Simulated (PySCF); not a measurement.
LDA on Cr(2+) (chromium, charge +2)

Configuration: [Ar] 3d4, high-spin 5D determinant. All numbers are calculated (PySCF 2.14, the spin-free X2C one-electron Hamiltonian (Gaussian nucleus), in cc-pVDZ-DK).

| Property | Result |
| --- | --- |
| Total energy | -1047.548 hartree |
| One-electron energy | -1427.802 hartree |
| Hartree (Coulomb) energy | 426.546 hartree |
| Exchange-correlation energy | -46.292 hartree |
| ⟨S²⟩ | 6.0002 |
| ⟨L²⟩ | 6.003 |
| Sum of ⟨r⟩ | 14.66 bohr |
| Sum of ⟨r²⟩ | 16.54 bohr² |
| Traceless quadrupole moment −½Σ⟨3z² − r²⟩ along its main axis | -0.511 e·bohr² |
| Langevin diamagnetic susceptibility | -13.1 ×10⁻⁶ cm³/mol |
| Time after the integrals | 0.23 s of wall time on 1 thread of Intel(R) Xeon(R) Platinum 8559C (shared host) |

```tsv
shell	electrons	mean orbital energy (hartree)	spread (hartree)	rms radius, mean of both spins (bohr)
1s α	1	-216.17897	0	0.0735
1s β	1	-216.17785	0	0.0735
2s α	1	-25.25180	0	0.318
2s β	1	-25.19221	0	0.318
2p α	3	-21.38535	0.01959	0.288
2p β	3	-21.33858	0.02897	0.288
3s α	1	-3.53375	0	0.967
3s β	1	-3.38892	0	0.967
3p α	3	-2.49039	0.03081	1.04
3p β	3	-2.34849	0.06027	1.04
3d α	4	-0.89443	0.03287	1.36
```

Densities and radii are taken from the X2C orbitals without a picture-change correction, which distorts them close to the nucleus.
